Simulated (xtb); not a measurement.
2,3-dihydro-1,4-oxaselenine (C4H6OSe), SMILES C1=C[Se]CCO1. All values are semi-empirical tight-binding results from xtb (GFN2-xTB unless named), good for trends rather than for accurate numbers. Coordinates come from a GFN2-xTB optimisation. One conformer was computed; it need not be the lowest.

Optimised geometry:

Bonded distances (Å): C1–C2 1.330, C1–O6 1.356, C1–H7 1.083, C2–Se3 1.900, C2–H8 1.077, Se3–C4 1.965, C4–C5 1.522, C4–H9 1.089, C4–H10 1.091, C5–O6 1.409, C5–H11 1.100, C5–H12 1.094. Bond angles (°): C2–C1–O6 129.1, C2–C1–H7 120.8, O6–C1–H7 110.1, C1–C2–Se3 124.6, C1–C2–H8 120.7, Se3–C2–H8 114.6, C2–Se3–C4 92.7, Se3–C4–C5 109.1, Se3–C4–H9 108.0, Se3–C4–H10 108.3, C5–C4–H9 110.8, C5–C4–H10 110.7, H9–C4–H10 109.9, C4–C5–O6 113.8, C4–C5–H11 109.5, C4–C5–H12 110.2, O6–C5–H11 109.6, O6–C5–H12 104.8, H11–C5–H12 108.8, C1–O6–C5 116.9.
Charge 0, spin multiplicity 1.

Computed properties:
```
Item                                            Value
--------------------------------------  -------------
orbital gap                                   3.67 eV
zero-point energy                       56.6 kcal/mol
G − E(el) at 298.15 K (modified RRHO)   37.4 kcal/mol
static polarisability (D4 model)           77.0 bohr³
solvation energy, GFN2-xTB/ALPB(water)  -1.1 kcal/mol
solvation energy, GFN2-xTB/ALPB(ether)  -5.2 kcal/mol
```

Question: Give the atomic charges and the Wiberg bond orders between heavy atoms. (An estimate is asked for; the answer gives what the named calculation found.)

Answer: charges (e) C1 0.09, C2 -0.05, Se3 -0.15, C4 -0.04, C5 0.09, O6 -0.26, H7 0.05, H8 0.06, H9 0.05, H10 0.06, H11 0.04, H12 0.05. Bond orders C1–C2 1.78, C2–Se3 1.08, Se3–C4 1.02, C4–C5 1.00, C1–O6 1.08, C5–O6 0.98.
